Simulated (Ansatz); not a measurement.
Cd5NiSe4Cl4, relaxed as a triplet with UKS r2SCAN-D4/def2-SVP in Ansatz, starting from the GFN1-xTB geometry. Force threshold 0.03 eV/Å.

In the def2 sets Cd takes a core potential; there is no spin–orbit coupling.

Start:

```csv
atom,x (Å),y (Å),z (Å)
Se1,-2.375,-1.548,0.312
Se2,-0.954,2.900,0.214
Se3,0.809,-0.653,-2.014
Se4,1.608,-0.397,2.448
Ni5,-1.154,-1.629,-1.596
Cd6,0.432,1.797,-1.687
Cd7,-2.499,0.956,0.535
Cd8,-0.652,-1.426,2.149
Cd9,0.371,1.743,2.004
Cd10,2.247,-1.025,0.006
Cl11,-1.980,-2.728,-3.159
Cl12,1.867,3.399,-2.604
Cl13,-1.964,0.822,3.334
Cl14,4.244,-2.211,0.057
```

```tsv
step	energy (eV)	largest force component (eV/Å)	SCF passes
1	-375320.5320	1.013	115
2	-375321.0873	0.578	54
3	-375321.2375	0.177	45
4	-375321.2604	0.101	43
5	-375321.2737	0.058	47
6	-375321.2924	0.085	47
7	-375321.3161	0.164	46
8	-375321.3437	0.212	47
9	-375321.3776	0.235	40
10	-375321.4188	0.242	37
11	-375321.4720	0.285	41
13	-375321.6121	0.319	42
15	-375321.8287	0.412	38
17	-375321.9364	0.161	39
19	-375321.9567	0.076	42
21	-375321.9674	0.050	38
23	-375321.9841	0.114	38
25	-375322.0141	0.087	38
27	-375322.0416	0.117	38
29	-375322.0474	0.024	36
30	-375322.0481	0.016	43
```

Force components are those of the run's own axes.

End:

```xyz
14

Se   -2.2440   -2.1599    0.2921
Se   -1.0935    2.7104    0.0812
Se    1.3133   -0.7166   -1.6417
Se    1.5950   -0.4161    2.8350
Ni   -0.8467   -1.5222   -1.5247
Cd    0.2239    1.6870   -2.0393
Cd   -2.3880    0.4678    0.1737
Cd   -0.6144   -1.5296    2.1508
Cd    0.1947    1.5071    1.8900
Cd    2.6722   -1.1999    0.5133
Cl   -2.1331    0.0346   -2.5792
Cl    0.8015    3.0874   -3.8269
Cl   -2.1316    0.4925    3.0036
Cl    4.6507   -2.4426    0.6721
```

Bonds formed: Cd6–Cl11, Cd7–Cl11 (atoms count from 1). Metal–metal contacts that move far: Ni5–Cd7 3.61 to 3.04 Å.

The force fell under the threshold at step 29, but the optimiser went on. No frequencies were taken in this run, so the end may be a saddle point.

Run time 6.3 min (2 threads of AMD EPYC 7R13 on a shared host and a share (18 GiB) of an NVIDIA H100 80GB HBM3), peak host memory 1.2 GiB.
